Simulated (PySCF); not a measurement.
C4H11Ga, SMILES [CH2](C)[GaH][CH2]C, GFN2-xTB optimised geometry.

```
16

Ga    -0.14    -0.43     0.00
H     -0.89    -1.86     0.00
C     -1.39     1.20     0.00
C     -2.85     0.71     0.05
H     -1.24     1.82    -0.90
H     -1.19     1.86     0.86
H     -3.02     0.13     0.96
H     -3.06     0.07    -0.80
H     -3.55     1.54     0.04
C      1.92    -0.43     0.00
C      2.46     1.01     0.01
H      2.30    -0.96    -0.88
H      2.30    -0.98     0.87
H      2.12     1.54     0.90
H      2.11     1.56    -0.86
H      3.55     1.03     0.01
```

Density from PBE0/def2-TZVP in PySCF at that geometry.

Minimum of the electron density along straight lines between bonded atoms, close to the bond critical point (lines longer than 1.1 times the sum of covalent radii, or with two minima, are not listed):

```json
[
 {"bond": "Ga1–H2", "length / Å": "1.613", "ρ at the minimum / e bohr⁻³": "0.106", "∇²ρ there / e bohr⁻⁵": "0.13", "position (fraction from the first atom)": "0.59"},
 {"bond": "Ga1–C3", "length / Å": "2.058", "ρ at the minimum / e bohr⁻³": "0.100", "∇²ρ there / e bohr⁻⁵": "0.13", "position (fraction from the first atom)": "0.47"},
 {"bond": "C3–C4", "length / Å": "1.532", "ρ at the minimum / e bohr⁻³": "0.239", "∇²ρ there / e bohr⁻⁵": "-0.57", "position (fraction from the first atom)": "0.50"},
 {"bond": "C3–H5", "length / Å": "1.097", "ρ at the minimum / e bohr⁻³": "0.270", "∇²ρ there / e bohr⁻⁵": "-0.89", "position (fraction from the first atom)": "0.64"},
 {"bond": "C3–H6", "length / Å": "1.097", "ρ at the minimum / e bohr⁻³": "0.271", "∇²ρ there / e bohr⁻⁵": "-0.90", "position (fraction from the first atom)": "0.64"},
 {"bond": "C4–H7", "length / Å": "1.092", "ρ at the minimum / e bohr⁻³": "0.277", "∇²ρ there / e bohr⁻⁵": "-0.94", "position (fraction from the first atom)": "0.64"},
 {"bond": "C4–H8", "length / Å": "1.092", "ρ at the minimum / e bohr⁻³": "0.277", "∇²ρ there / e bohr⁻⁵": "-0.94", "position (fraction from the first atom)": "0.64"},
 {"bond": "C4–H9", "length / Å": "1.091", "ρ at the minimum / e bohr⁻³": "0.277", "∇²ρ there / e bohr⁻⁵": "-0.95", "position (fraction from the first atom)": "0.64"},
 {"bond": "Ga1–C10", "length / Å": "2.062", "ρ at the minimum / e bohr⁻³": "0.100", "∇²ρ there / e bohr⁻⁵": "0.13", "position (fraction from the first atom)": "0.47"},
 {"bond": "C10–C11", "length / Å": "1.532", "ρ at the minimum / e bohr⁻³": "0.239", "∇²ρ there / e bohr⁻⁵": "-0.57", "position (fraction from the first atom)": "0.50"},
 {"bond": "C10–H12", "length / Å": "1.097", "ρ at the minimum / e bohr⁻³": "0.270", "∇²ρ there / e bohr⁻⁵": "-0.89", "position (fraction from the first atom)": "0.64"},
 {"bond": "C10–H13", "length / Å": "1.097", "ρ at the minimum / e bohr⁻³": "0.270", "∇²ρ there / e bohr⁻⁵": "-0.89", "position (fraction from the first atom)": "0.64"},
 {"bond": "C11–H14", "length / Å": "1.092", "ρ at the minimum / e bohr⁻³": "0.277", "∇²ρ there / e bohr⁻⁵": "-0.94", "position (fraction from the first atom)": "0.64"},
 {"bond": "C11–H15", "length / Å": "1.092", "ρ at the minimum / e bohr⁻³": "0.277", "∇²ρ there / e bohr⁻⁵": "-0.94", "position (fraction from the first atom)": "0.64"},
 {"bond": "C11–H16", "length / Å": "1.091", "ρ at the minimum / e bohr⁻³": "0.278", "∇²ρ there / e bohr⁻⁵": "-0.95", "position (fraction from the first atom)": "0.64"}
]
```
